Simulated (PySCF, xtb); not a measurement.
CH4AlFO, SMILES [OH][Al]([F])[CH3]. The values are those of a single conformer.

Harmonic wavenumbers (cm⁻¹) from GFN2-xTB (xtb 6.7.1) at its own minimum, in rising order: 60, 133, 194, 225, 314, 432, 563, 640, 650, 770, 922, 1277, 1438, 1449, 2988, 2995, 2998, 3784.

What does B3LYP-D3(BJ)/def2-SVP in PySCF give at its own minimum? (An estimate is asked for; the answer gives what the named calculation found.)

40, 185, 236, 242, 392, 571, 598, 671, 699, 847, 934, 1222, 1429, 1432, 3028, 3110, 3132, 3921. Paired by order, the mean absolute difference is 59 cm⁻¹ and the zero-point energies are 31.2 and 32.4 kcal/mol.
